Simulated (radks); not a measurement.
Exchange energies: the exact (Fock) value of the Kohn-Sham orbitals and density-functional approximations, as 100 (|E| - |E exact|)/|E exact|, negative where the magnitude is too small. Species: Lu3+ [Xe] 4f14; Ga2+ [Ar] 3d10 4s1; K [Ar] 4s1; Al3+ [Ne]; Lu+ [Xe] 4f14 6s2. Method: non-relativistic Kohn-Sham, LDA (Slater exchange, Perdew-Wang correlation), spin-polarised, spherical densities, point nucleus; computed with a radial shooting solver on a logarithmic mesh with Libxc functionals. Every spin shell is full or empty, so the densities are truly spherical. Functionals are evaluated on that one density, not self-consistently.

| functional | Lu3+ | Ga2+ | K | Al3+ | Lu+ |
|---|---|---|---|---|---|
| exact (hartree) | -281.893 | -72.9235 | -32.5944 | -17.3661 | -282.176 |
| LDA | -3.82 | -5.69 | -7.46 | -8.60 | -3.80 |
| PBEsol | -1.68 | -2.44 | -3.30 | -3.74 | -1.66 |
| PW86 | -0.12 | +0.36 | +0.44 | +0.51 | -0.09 |
| WC | -0.44 | -0.82 | -1.45 | -1.77 | -0.42 |
| EV93 | -0.25 | +0.40 | +0.91 | +1.56 | -0.23 |
| TPSS | -0.18 | +0.19 | +0.18 | +0.30 | -0.17 |
| revTPSS | -0.70 | -0.55 | -0.53 | -0.31 | -0.69 |
| Tao-Mo | -0.63 | -0.40 | -0.21 | -0.03 | -0.61 |
